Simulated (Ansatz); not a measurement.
Ansatz results at the PBE0-D4/def2-TZVP geometry: LUMO energy (ωB97M-V/def2-TZVPP) 1.39 eV; ideal-gas entropy at 298 K and 1 bar (rigid rotor, harmonic PBE0-D4/def2-TZVP) 367 J/(mol·K); size of the dipole moment (B3LYP/def2-TZVPP) 1.62 D.

Each molecule was computed in one conformer, which needn't be the lowest.

(1) Which molecule gave them?
A. `O[SiH2][SiH2]S`
B. `[SiH3]O[SiH2]S`
C. `O[SiH]([SiH3])S`
D. `C/C(Cl)=C/CF`

Answers

(1) C. The others give `[SiH3]O[SiH2]S`: 1.61, 367, 0.65; `C/C(Cl)=C/CF`: 1.83, 351, 2.07; `O[SiH2][SiH2]S`: 0.97, 360, 1.15.

B3LYP here is the variant with VWN-RPA as its local correlation; programs differ in this.
